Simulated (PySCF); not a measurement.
The same groups moved round the core (silole methyl+methyl+methyl+methyl). All species are isolated molecules in the gas phase. Strings in code marks are SMILES.

The four lowest singlet excitations (Tamm–Dancoff). These are PySCF with ωB97X-D3(BJ)/def2-TZVP // B3LYP-D3(BJ)/def2-SVP values and carry that method's errors. Excitations are Tamm–Dancoff values on a coarser integration grid. The basis has no diffuse functions, so Rydberg states are missing or too high.

```json
[
 {"state": "S1", "energy (eV)": "4.75", "wavelength (nm)": "261", "oscillator strength": "0.102"},
 {"state": "S2", "energy (eV)": "5.78", "wavelength (nm)": "214", "oscillator strength": "0.002"},
 {"state": "S3", "energy (eV)": "6.34", "wavelength (nm)": "195", "oscillator strength": "0.017"},
 {"state": "S4", "energy (eV)": "6.91", "wavelength (nm)": "179", "oscillator strength": "0.080"}
]
```

Question: Identify which member gives these states.
(A) `CC1=C[Si](C)(C)C(C)=C1`
(B) `CC1=CC(C)=C(C)[Si@@H]1C`
(C) `CC1=C(C)C(C)=C(C)[SiH2]1`

Answer: A, `CC1=C[Si](C)(C)C(C)=C1`
